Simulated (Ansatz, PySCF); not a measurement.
bromine (Br2), SMILES BrBr.

Geometry optimised at B3LYP-D3(BJ)/def2-TZVP.

Vertical ionisation energy (IE) and electron affinity (EA) in eV. Rows of orbital energies are one-electron estimates. Where ΔSCF, EOM or ADC give a negative EA the extra electron is unbound and the value depends on the basis.

```tsv
level	IE	EA
−ε(HOMO), −ε(LUMO), CAM-B3LYP/def2-TZVPD (PySCF)	9.52	2.71
−ε(HOMO), −ε(LUMO), PBE/def2-TZVPD (PySCF)	6.91	4.69
EOM-CCSD/aug-cc-pVDZ (PySCF)	10.51	1.35
ADC(2)/aug-cc-pVDZ (PySCF)	10.09	1.50
ΔSCF, PBE0/def2-TZVPD (Ansatz), final states of multiplicity 2 and 2	10.63	1.65
ΔSCF, PBE/def2-TZVPD (Ansatz), final states of multiplicity 2 and 2	10.35	1.59
```

Q: What vertical singlet–triplet gap does ΔSCF give with PBE0/def2-TZVPD (Ansatz, a quantum-chemistry and plane-wave program) and with PBE/def2-TZVPD (Ansatz)? (Estimate from the structure and the level; the computed values follow.)

A: 2.10 and 1.99 eV (triplet above singlet where positive).

Q: Beyond the first one, list the lowest photoelectron lines from PySCF with ADC(2)/aug-cc-pVDZ with their pole strengths (two spins summed). (An estimate is asked for; the answer gives what the named calculation found.)

A: 12.26 eV (1.77), 12.26 eV (1.77), 14.12 eV (1.82), 21.75 eV (0.28).
